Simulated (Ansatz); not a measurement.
Homolysis of single bonds, series allenyl-X. All species are isolated molecules in the gas phase. One relaxed conformer stands for each flexible species; it need not be the lowest. Strings in code marks are SMILES.

Quantity: electronic energy of isomers of C4H3N relative to `C=C=CC#N`, in kcal/mol. The restricted reference of `C=C=CC#N` and `[C-]#[N+]C=C=C` is unstable towards unrestricted orbitals.

Case: `[C-]#[N+]C=C=C`. Geometry of `[C-]#[N+]C=C=C` (neutral, multiplicity 1, Å):

```xyz
8

C      2.6571     1.2830     0.3400
N      1.8145     0.5142     0.0837
C      0.8687    -0.4409    -0.2278
C     -0.4151    -0.1929    -0.2497
C     -1.6920     0.0222    -0.2797
H      1.2609    -1.4248    -0.4570
H     -2.1869     0.3521    -1.1868
H     -2.3072    -0.1130     0.6035
```

### Question
Estimate the electronic energy of isomers of C4H3N relative to `C=C=CC#N` that HF/def2-TZVPP // B3LYP-D3(BJ)/def2-TZVP (Ansatz, a program for electronic structure) returns for this input.

### Answer
20.2 kcal/mol.
